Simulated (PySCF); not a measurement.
Computed shifts of a molecule C₅H₅Cl, PBE0/pcSseg-1 in PySCF, GIAO, gas phase, atoms alike by connectivity averaged where their shifts nearly agree, in ppm (number of nuclei): ¹³C: 139.3 (1), 137.2 (1), 84.8 (1), 78.3 (1), 26.4 (1). ¹H: 6.32 (1), 6.25 (1), 3.36 (1), 3.08 (1), 2.23 (1). References: ¹³C against TMS (σ = 186.3 ppm); ³⁵Cl against HCl (σ = 945.9 ppm); ¹H against TMS (σ = 31.56 ppm), references at their B3LYP-D3(BJ)/def2-TZVP geometries, non-relativistic (without spin–orbit terms, shifts of atoms bonded to Cl or Br come out too high). Coordinates come from a B3LYP-D3(BJ)/def2-SVP optimisation. Other conformers were not sampled.

**Question.** Pick the molecule that these values belong to.
A. C#CC/C=C/Cl
B. C#C[C@H]1C[C@H]1Cl
C. C=C=C/C=C/Cl
D. C=CC=C=CCl

**Answer.** A, C#CC/C=C/Cl
